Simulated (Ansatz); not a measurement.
`[SH][SbH2]` + H₂Te → `[SbH2][TeH]` + H₂S at 600 K and 1 bar (ligand exchange at the Sb–S bond).

Isolated molecules relaxed with PBE0-D4/def2-TZVP in Ansatz; ΔE leaves out vibrations. CBS: MP2 limit from def2 TZ/QZ plus the TZ coupled-cluster correction, frozen cores. This one scheme is used for every species. def2 core potentials past Kr. For Sb, Te outer-core shells are correlated without core-valence functions, which leaves a few kJ/mol of doubt a bond.

```json
{"species": "`[SH][SbH2]`", "CCSD(T)/CBS energy (Eh)": "-639.59431", "H − E (kJ/mol)": "95.1", "S (J/(mol·K))": "342.0"}
{"species": "H₂Te", "CCSD(T)/CBS energy (Eh)": "-268.91024", "H − E (kJ/mol)": "52.9", "S (J/(mol·K))": "255.0"}
{"species": "`[SbH2][TeH]`", "CCSD(T)/CBS energy (Eh)": "-509.54647", "H − E (kJ/mol)": "90.7", "S (J/(mol·K))": "365.0"}
{"species": "H₂S", "CCSD(T)/CBS energy (Eh)": "-398.97279", "H − E (kJ/mol)": "60.8", "S (J/(mol·K))": "230.9"}
```

H − E and S are ideal-gas, rigid-rotor, harmonic terms from PBE0-D4/def2-TZVP. 1 Eh = 2625.50 kJ/mol, R = 8.31446 J/(mol·K).

Problem. By hand: ΔE, ΔH, ΔS and ΔG.

Solution. ΔE = (-509.54647) + (-398.97279) − (-639.59431) − (-268.91024) = -0.01471 Eh = -38.6 kJ/mol. Δ(H − E) = 90.7 + 60.8 − 95.1 − 52.9 = 3.5, so ΔH = -35.1 kJ/mol. ΔS = 365.0 + 230.9 − 342.0 − 255.0 = -1.1 J/(mol·K). ΔG = -35.1 − 600 × (-1.1)/1000 = -34.4 kJ/mol.

Problem. By hand: the equilibrium constant, and the temperature at which ΔG would vanish if ΔH and ΔS stayed fixed.

Solution. log₁₀ K = −ΔG/(RT ln 10) = 3.0. ΔG = 0 at ΔH/ΔS = 31909 K, far beyond where these terms or the molecules hold.

The number of gas molecules stays the same, so ΔS is small and ΔH decides. A doubt of 5 kJ/mol in ΔE shifts log₁₀ K by 0.4 here. These are equilibria of isolated gas molecules and say nothing of rates. Largest T1 diagnostic: 0.013 (customary marks: 0.02 for closed shells, 0.045 for open ones).
